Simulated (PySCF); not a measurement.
Computed with PBE-D3(BJ)/def2-TZVP // B3LYP-D3(BJ)/def2-TZVP (PySCF). All species are isolated molecules in the gas phase. One relaxed conformer stands for a flexible species; it need not be the lowest. Excitations are Tamm–Dancoff values on a coarser integration grid. The basis has no diffuse functions, so Rydberg states are missing or too high.

Reference species (SMILES): `CSS` (C–S–S–H torsion 87°) (neutral, multiplicity 1).

- S1 excitation (TDA): 4.39 eV
- HOMO–LUMO gap: 4.05 eV
- S1–T1 gap (TDA): 0.71 eV

Changed species: `CC(=O)OS` (O–C–O–S torsion -1°, C–O–S–H torsion 1°) (X = acetoxy; the reference has X = methylthio).

Question: Give the shifts of the S1 excitation (TDA), HOMO–LUMO gap and S1–T1 gap (TDA).

Answer: the S1 excitation (TDA) falls by 0.42 eV, to 3.97 eV; the HOMO–LUMO gap falls by 0.48 eV, to 3.57 eV; the S1–T1 gap (TDA) goes up by 0.18 eV, to 0.89 eV.
